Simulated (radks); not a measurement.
Charge is removed step by step from the 5s1/2 level of Hg3+, starting from [Xe] 4f14 5d9. All-electron calculation, Dirac Kohn-Sham, PBE, spin-unpolarised, spherical densities, finite nucleus; open shells are shared between the two j in proportion to 2j + 1; Fermi nuclear charge, rms radius 5.4648 fm. Program: a radial shooting solver on a logarithmic mesh with Libxc functionals.

removed (e),E - E(0) (eV),eigenvalue (eV),E minus straight line (eV)
0,0.000,-151.99,0.000
0.25,38.578,-156.65,-1.783
0.5,78.332,-161.39,-2.389
0.75,119.28,-166.21,-1.801
1,161.44,-171.09,0.000

Removing the whole electron costs 161.44 eV by Delta-SCF, against 151.99 eV from minus the eigenvalue at the starting occupation. Slater's transition state (half an electron removed) gives 161.39 eV. Integrating minus the eigenvalue over the occupation (Janak's theorem) gives 161.44 eV. The mean slope of the eigenvalue, de/dn, is 19.1 eV per electron.
